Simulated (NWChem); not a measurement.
Molecule: AlHSeF2; SMILES [F][Al]([F])[SeH]

```xyz
5

Al    -0.0130    -0.9813     0.0000
F     -1.4340    -1.8250     0.0000
F      1.4111    -1.8226     0.0000
Se    -0.0313     1.3019     0.0000
H      1.4409     1.3195     0.0000
```
Atoms are numbered in this order, from 1.

Results from NWChem. The geometry was optimised at PBE0/def2-SVP. Level M06-L/def2-SVP: energy and gradient on several grids; changes count from the extra-fine grid, which is no exact limit either.

```tsv
grid	size of the energy change (μHa)	largest change of a gradient component (μHa/bohr)
xcoarse	40000	9000
coarse	2000	900
medium	200	400
fine	< 10	300
xfine	< 10	< 30
```
